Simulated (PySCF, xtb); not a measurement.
SiHClBr2, SMILES Cl[SiH](Br)Br.

GFN2-xTB (xtb) at its own geometry gives an orbital gap of 5.99 eV and a dipole moment of 5.63 D.

Coordinates come from a B3LYP-D3(BJ)/def2-SVP optimisation.

**Question.** What does PBE/def2-TZVP (PySCF) give? (An estimate is asked for; the answer gives what the named calculation found.)

**Answer.** gap 5.48 eV (levels -7.44 and -1.95 eV), dipole 0.69 D.
